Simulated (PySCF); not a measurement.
HgCl, SMILES [Cl][Hg+], charge +1.

Geometry: B3LYP-D3(BJ)/def2-TZVPD. The multiplicity is an assumed one; other spin states were not compared. The def2 effective core potentials stand for the cores of Hg; spin–orbit coupling is left out.

Level of theory: B3LYP-D3(BJ)/def2-TZVPD (PySCF).

Frequencies are harmonic and unscaled.

List the normal modes with their intensities. (An estimate is asked for; the answer gives what the named calculation found.)


| mode | ν (cm⁻¹) | IR (km/mol) | moving atoms (share of kinetic energy) |
|---|---|---|---|
| 1 | 354 | 0.0 | Cl 85 %, Hg 15 % |
